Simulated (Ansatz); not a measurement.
The same ligand exchange along the group F, Cl, Br.

Program: Ansatz. Geometries: PBE0-D4/def2-TZVP. ΔE: electronic, gas phase. CBS: MP2 limit from def2 TZ/QZ plus the TZ coupled-cluster correction, frozen cores. This one scheme is used for every species. Functionals use def2-TZVPP. For Br, Se outer-core shells are correlated without core-valence functions, which leaves a few kJ/mol of doubt a bond. Scalar relativity is left out up to krypton. Each species was taken in one conformer, which may not be the lowest.

```tsv
reaction	LDA (SPW92) (kJ/mol)	ωB97X-V (kJ/mol)
`F[SiH2][SeH]` + H₂Se → `[SeH][SeH]` + `F[SiH3]`	74	66
`Cl[SiH2][SeH]` + H₂Se → `[SeH][SeH]` + `[SiH3]Cl`	61	57
`[SeH][SiH2]Br` + H₂Se → `[SeH][SeH]` + `[SiH3]Br`	67	61
```

(1) Give the CCSD(T)/CBS values in the same order. (Estimate.)

Largest T1 diagnostic: 0.011, for `F[SiH3]`.

Answers

(1) The calculation gave: 70, 62, 66 kJ/mol.
